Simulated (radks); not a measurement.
The numbers below are computed, except where a source is named.
All-electron atom: Yb63+ in [He] 2s2 2p3 (the NIST ground configuration).

Code: a radial shooting solver on a logarithmic mesh with Libxc functionals. Model: Dirac Kohn-Sham, exchange-only PBE, spin-unpolarised, spherical densities, finite nucleus; open shells fill j = l - 1/2 first; Fermi nuclear charge, rms radius 5.3108 fm.

Energy parts (eV):
| part | energy |
|---|---|
| total | -224114.25 |
| kinetic | 260502.45 |
| electron-nucleus | -493623.97 |
| Hartree | 11589.72 |
| exchange | -2582.44 |

Orbitals (lengths in bohr, moments of r in powers of bohr; r(90%) holds 90 % of the orbital's charge):
orbital,occ.,eigenvalue (eV),r(90%),<r>,<r^4>,<r^2>
1s1/2,2,-67557.86,0.0356,0.01962,7.466e-07,0.0005274
2s1/2,2,-16036.99,0.125,0.08020,0.00009956,0.007634
2p1/2,2,-15733.28,0.109,0.06623,0.00005866,0.005412
2p3/2,1,-14599.63,0.118,0.07319,0.00008014,0.006477
3s1/2,0,-6785.797,0.275,0.1891,0.002441,0.04089
3p1/2,0,-6685.096,0.262,0.1763,0.001985,0.03612
3p3/2,0,-6362.984,0.276,0.1863,0.002425,0.04014

The highest occupied level is 2p3/2 at -14599.6 eV. Summed over all electrons, <r^2> = 0.03362 bohr^2, which gives a Langevin (diamagnetic) susceptibility term of -0.0266 x 10^-6 cm^3/mol. The density falls to 0.001 e/bohr^3 at r = 0.32 bohr. The electron density at the nucleus is 1.002e+06 e/bohr^3. For comparison, the ionisation energy in NIST's Atomic Spectra Database is 14752 eV (theoretical). In exact Kohn-Sham theory the highest level is minus the ionisation energy, but local and semilocal functionals leave it too shallow, through self-interaction and a potential that decays too fast; potentials with the right tail come closer.

Beside tabulated values, note that spin-unpolarised runs miss the spin-polarisation part of the exchange energy of open shells.
